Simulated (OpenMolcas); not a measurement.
## Te: effect of the basis set

- Program: OpenMolcas
- Method: CASSCF
- Active space: 6 electrons in 8 orbitals (5s 5p 6s 6p)
- State averaging: 2S+1 = 3 even, 3 roots; 2S+1 = 1 even, 6 roots; 2S+1 = 3 odd, 3 roots (0 in the spin-orbit step)
- Spin-orbit coupling: RASSI with atomic mean-field integrals over the reference wave functions, term energies averaged over their components

A. ANO-RCC-VTZP [7s6p4d2f1g], DKH2, point nucleus; cost roughly 25 core-seconds
B. ANO-RCC-VQZP [8s7p5d3f2g], DKH2, point nucleus; cost about 30 core-seconds
C. ANO-RCC [10s9p8d5f3g], DKH2, point nucleus; cost of the order of 50 core-seconds

Energies in cm-1 above 5s2 5p4 3P2, the measured ground level; measured values from NIST Handbook of Basic Atomic Spectroscopic Data.

```json
{"Level": "5s2 5p4 3P2", "A": "0.0", "B": "0.0", "C": "0.0", "Measured": "0.0"}
{"Level": "5s2 5p4 3P1", "A": "4084", "B": "4104", "C": "4094", "Measured": "4751"}
{"Level": "5s2 5p4 3P0", "A": "4198", "B": "4216", "C": "4203", "Measured": "4706"}
{"Level": "5s2 5p4 1D2", "A": "12164", "B": "12150", "C": "12140", "Measured": "10558"}
{"Level": "5s2 5p4 1S0", "A": "21597", "B": "21498", "C": "21478", "Measured": "23198"}
```

Deviations, from unrounded energies. A percentage is the sum of absolute deviations over the sum of measured energies, with the sign that they share, or ± where signs differ.

```
                        Against measurement  Levels      A      B      C
             mean absolute deviation (cm-1)       4   1100   1100   1100
      fine structure of the ground term (%)       2  -12.4  -12.0  -12.3
other terms of the ground configuration (%)       2   ±9.5   ±9.8   ±9.8
```

A, B, C lie about equally close to measurement. The largest miss of A in the table is 5s2 5p4 1D2, by +1600 cm-1. The ranking rests on the paired levels alone, and a cruder setting can come out closer through cancelling errors.

Among A to C the level of the table that moves most is 5s2 5p4 1S0, by 120 cm-1 (lowest in C, highest in A).

Some high roots are left out of the spin-orbit mixing, which shifts the levels that they would mix with. Active for correlation alone: 6p 6s; no level in the range computed is led by a configuration that fills them, so any true level of that kind is missing. Computed and measured levels are paired by configuration, term and J; levels that our copy of the source lacks, or whose pairing is in doubt (as where it misses far off the trend of its configuration), stay unpaired and out of the deviations. Only configurations of the active space appear.
